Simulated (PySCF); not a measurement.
Excitation energy of Co⁺ by level of theory

Co⁺ [Ar] 3d8 (3F) → Co⁺ [Ar] 3d7 4s1 (5F), as a difference of total energies. Computed with PySCF 2.14 in aug-cc-pVDZ-DK, with scalar relativity by spin-free X2C-1e. Correlated levels: valence: [Ar] frozen. The calculations carry no spin-orbit coupling.

Problem. Order these methods by the excitation energy they give, lowest first.
A. r2SCAN
B. MN15
C. PBE
D. B97-3

Solution. A (0.105 eV), D (0.377 eV), C (0.409 eV), B (0.972 eV).

Errors of the correlated levels include the incompleteness of this basis and the frozen core.

For comparison: 0.429 eV (measured; NIST levels, between the centres of gravity of the two terms).
